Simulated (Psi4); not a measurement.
Pair of molecules: HCl (SMILES Cl) (first 2 atoms) with CH2O2 (SMILES O=CO); geometry from B3LYP-D3(BJ)/def2-TZVP, rigid monomers moved along the line of their centres of mass till H2···O3 is 2.09 Å.
(charge 0, multiplicity 1):
```xyz
7

Cl    -0.27069     0.32754    -0.09807
H      0.58690     0.05792     0.85844
O      1.15547    -0.23508     2.85150
C      0.26505    -0.10626     3.65762
O     -0.99890     0.19499     3.38506
H      0.40745    -0.22796     4.73699
H     -1.11587     0.30176     2.41931
```

Calculation: SAPT0/jun-cc-pV(D+d)Z run with Psi4.

Task: Which attractive term is largest, and how does the interaction split up?

Result: electrostatics -8.86, exchange 8.22, induction -3.10, dispersion -2.22, total -5.95 kcal/mol; the largest attraction is electrostatics.
